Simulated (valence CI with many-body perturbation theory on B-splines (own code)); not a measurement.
**Forbidden lines of Nd⁵⁴⁺**

Calculated by valence CI with perturbative core correlation (CI+MBPT): four valence electrons over a frozen Dirac-Fock core [He], radial functions for each j: 11 s, 11 p, 10 d, 8 f, 5 g, 2 h, with the one-electron correlation potential Σ1 (screened to all orders), the two-electron term Σ2, the three-electron term Σ3, Breit, model QED; selected single and double excitations, second order for the rest, scaled by the run's own slope (own B-spline code, finite nucleus).

No measured spectrum was set against this ion. As an estimate, large intervals hold to a few tenths of a per cent, small ones and those within an open d or f shell to about a per cent. Among the levels kept, up to 910 cm⁻¹ of a level comes from second order outside the variational space, and about a tenth of that is noise between levels of different J, which matters for small intervals.

Lines 51 to 76 of 76 in falling wavelength, among levels below 8288.4 eV, chosen from the decays that carry over 1 % of a level's rate. Wavelengths and rates use the calculated energies. Electric multipoles are in the length gauge with retardation, E1 and E2 with the static RPA response of the core. S is in atomic units (e²a₀⁴ for E2 and M2, e²a₀⁶ for E3), for M1 in squared Bohr magnetons. Weak lines are less certain than strong ones. Lines between different terms over intervals too small for the method are left out, as are lines whose strength nearly cancels. The highest levels of a list are the least certain.

Levels are named by their leading jj configuration (3d3/2^4 stands for four electrons in 3d with j = 3/2), which in mixed levels can hold well under half, so a name can repeat and another be missing. Letters in brackets count levels of one name in rising energy.

| λ vac (nm) | Upper | Lower | Type | A (s⁻¹) | S (a.u.) |
| --- | --- | --- | --- | --- | --- |
| 0.1832 | (2s^2 2p3/2 3d5/2) J=4 | (2s^2 2p1/2 2p3/2) J=1 | E3 | 1.21e+09 | 2.40e-06 |
| 0.1803 | (2p1/2 2p3/2^2 3d3/2) J=4 | (2s 2p1/2 2p3/2^2) J=2 [b] | E2 | 1.22e+12 | 1.87e-04 |
| 0.1802 | (2p1/2^2 2p3/2 3d3/2) J=2 | (2s 2p1/2^2 2p3/2) J=1 | E2 | 9.07e+11 | 7.70e-05 |
| 0.1801 | (2s 2p1/2 2p3/2 3d3/2) J=4 | (2s^2 2p1/2 2p3/2) J=2 | E2 | 4.41e+11 | 6.72e-05 |
| 0.1801 | (2p1/2^2 2p3/2 3d3/2) J=3 | (2s 2p1/2^2 2p3/2) J=1 | E2 | 9.46e+11 | 1.12e-04 |
| 0.1799 | (2s 2p1/2 2p3/2 3d5/2) J=4 [a] | (2s^2 2p1/2 2p3/2) J=2 | E2 | 6.47e+11 | 9.80e-05 |
| 0.1798 | (2p1/2 2p3/2^2 3d5/2) J=4 | (2s 2p1/2 2p3/2^2) J=2 [b] | E2 | 2.18e+11 | 3.30e-05 |
| 0.1795 | (2p1/2 2p3/2^2 3d5/2) J=3 | (2s 2p1/2 2p3/2^2) J=1 [a] | E2 | 8.15e+11 | 9.49e-05 |
| 0.1791 | (2s 2p3/2^2 3d5/2) J=4 [a] | (2s^2 2p3/2^2) J=2 | E2 | 1.34e+12 | 1.98e-04 |
| 0.1786 | (2s 2p1/2 2p3/2 3d3/2) J=3 [c] | (2s^2 2p1/2 2p3/2) J=2 | E2 | 1.84e+12 | 2.10e-04 |
| 0.1785 | (2p1/2 2p3/2^2 3d3/2) J=4 | (2s 2p1/2 2p3/2^2) J=3 | E2 | 8.71e+11 | 1.27e-04 |
| 0.1785 | (2p1/2^2 2p3/2 3d3/2) J=2 | (2s 2p1/2^2 2p3/2) J=2 | E2 | 1.39e+12 | 1.13e-04 |
| 0.1783 | (2p1/2^2 2p3/2 3d3/2) J=3 | (2s 2p1/2^2 2p3/2) J=2 | E2 | 1.34e+12 | 1.51e-04 |
| 0.1782 | (2p1/2^2 2p3/2 3d3/2) J=1 | (2s 2p1/2^2 2p3/2) J=2 | E2 | 2.14e+12 | 1.03e-04 |
| 0.1782 | (2p1/2^2 2p3/2 3d3/2) J=0 | (2s 2p1/2^2 2p3/2) J=2 | E2 | 2.28e+12 | 3.66e-05 |
| 0.1780 | (2p1/2 2p3/2^2 3d3/2) J=1 [a] | (2s 2p1/2 2p3/2^2) J=2 [a] | E2 | 1.83e+12 | 8.75e-05 |
| 0.1780 | (2p1/2 2p3/2^2 3d3/2) J=2 [a] | (2s 2p1/2 2p3/2^2) J=2 [a] | E2 | 1.71e+12 | 1.36e-04 |
| 0.1780 | (2s 2p1/2 2p3/2 3d3/2) J=1 [c] | (2s^2 2p1/2 2p3/2) J=1 | E2 | 2.43e+12 | 1.16e-04 |
| 0.1779 | (2p1/2 2p3/2^2 3d3/2) J=0 | (2s 2p1/2 2p3/2^2) J=2 [a] | E2 | 1.93e+12 | 3.07e-05 |
| 0.1776 | (2s 2p3/2^2 3d5/2) J=2 [b] | (2s^2 2p3/2^2) J=0 | E2 | 2.91e+12 | 2.30e-04 |
| 0.1775 | (2p1/2 2p3/2^2 3d3/2) J=4 | (2s 2p1/2 2p3/2^2) J=2 [a] | E2 | 1.92e+11 | 2.71e-05 |
| 0.1773 | (2p1/2^2 2p3/2 3d5/2) J=4 | (2s 2p1/2^2 2p3/2) J=2 | E2 | 2.31e+12 | 3.25e-04 |
| 0.1770 | (2p1/2 2p3/2^2 3d5/2) J=4 | (2s 2p1/2 2p3/2^2) J=2 [a] | E2 | 2.13e+12 | 2.97e-04 |
| 0.1769 | (2p1/2 2p3/2^2 3d5/2) J=3 | (2s 2p1/2 2p3/2^2) J=2 [a] | E2 | 1.24e+12 | 1.34e-04 |
| 0.1768 | (2s 2p3/2^2 3d5/2) J=4 [b] | (2s^2 2p3/2^2) J=2 | E2 | 2.31e+12 | 3.21e-04 |
| 0.1768 | (2s 2p3/2^2 3d5/2) J=3 [b] | (2s^2 2p3/2^2) J=2 | E2 | 5.82e+11 | 6.28e-05 |
